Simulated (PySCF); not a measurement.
Species: `CCCCC([SiH3])([SiH3])[SiH3]`. The columns A, B, C and D hold Mulliken, IAO, Hirshfeld and ESP-fitted charges (e) of one PBE0/pcSseg-1 density (PySCF), in a shuffled order. Coordinates in Å (GFN2-xTB); the density's dipole moment is (1.02, 0.29, -0.10) D.

```tsv
atom	x	y	z	A	B	C	D
C1	3.685	-0.333	0.348	-0.116	-0.412	-0.255	-0.416
C2	2.502	0.544	-0.042	-0.063	+0.203	-0.273	-0.245
C3	1.170	-0.156	0.221	-0.065	+0.194	-0.252	-0.243
C4	-0.023	0.713	-0.166	-0.069	-0.490	-0.154	-0.240
C5	-1.398	0.068	0.074	-0.216	-0.163	-1.107	-0.734
Si6	-1.668	-0.321	1.924	+0.292	+0.322	+0.476	+0.567
Si7	-1.607	-1.524	-0.960	+0.292	+0.311	+0.476	+0.566
Si8	-2.711	1.342	-0.485	+0.295	+0.264	+0.498	+0.580
H9	3.642	-0.583	1.405	+0.039	+0.088	+0.109	+0.137
H10	4.625	0.181	0.154	+0.041	+0.104	+0.116	+0.142
H11	3.676	-1.259	-0.222	+0.039	+0.090	+0.109	+0.137
H12	2.538	1.477	0.526	+0.037	-0.028	+0.116	+0.129
H13	2.572	0.801	-1.101	+0.037	-0.027	+0.116	+0.129
H14	1.104	-0.410	1.282	+0.035	-0.002	+0.138	+0.125
H15	1.139	-1.089	-0.347	+0.035	-0.009	+0.138	+0.125
H16	0.075	0.974	-1.226	+0.034	+0.135	+0.133	+0.127
H17	0.041	1.651	0.397	+0.034	+0.135	+0.133	+0.127
H18	-0.881	-1.476	2.372	-0.076	-0.093	-0.057	-0.113
H19	-3.078	-0.628	2.170	-0.076	-0.089	-0.055	-0.111
H20	-1.277	0.840	2.729	-0.076	-0.076	-0.057	-0.113
H21	-3.012	-1.935	-0.968	-0.075	-0.086	-0.055	-0.111
H22	-1.169	-1.273	-2.337	-0.076	-0.071	-0.057	-0.113
H23	-0.824	-2.644	-0.426	-0.076	-0.090	-0.057	-0.113
H24	-4.064	0.819	-0.296	-0.075	-0.073	-0.055	-0.112
H25	-2.563	2.579	0.289	-0.076	-0.069	-0.063	-0.113
H26	-2.516	1.665	-1.903	-0.076	-0.069	-0.063	-0.113
```

Problem. Which column most likely holds the ESP-fitted charges?

Solution. B. Σ q r misses the density's dipole by 0.01 D (B), 0.58 D (A), 1.06 D (C), 1.27 D (D). Charges fitted to the outside potential are the only set here that is tied to the molecule's multipoles.

Problem. And the Hirshfeld charges?

Solution. A. The mean sizes are 0.093 e (A), 0.142 e (B), 0.197 e (C), 0.222 e (D), and Hirshfeld charges are commonly the smallest of these schemes.

As computed, A = Hirshfeld, B = ESP-fitted, C = Mulliken, D = IAO. Hydrogens on carbon: Hirshfeld +0.03 to +0.04, ESP-fitted -0.03 to +0.14, Mulliken +0.11 to +0.14, IAO +0.13 to +0.14 e.

The IAO scheme counts the electrons in orthogonalised intrinsic atomic orbitals, a minimal basis polarised so that it spans the occupied orbitals exactly. The ESP scheme fits charges at the nuclei, held to the total charge, to the electrostatic potential on points at 1.4 to 2.0 times the van der Waals radii.

Isolated species at its GFN2-xTB geometry (one conformer only).

Shape of the structure used: `[CH3:1][CH2:2][CH2:3][CH2:4][C:5]([SiH3:6])([SiH3:7])[SiH3:8]`: C1–C2–C3–C4 180°, C2–C3–C4–C5 180°, C3–C4–C5–Si6 61°.
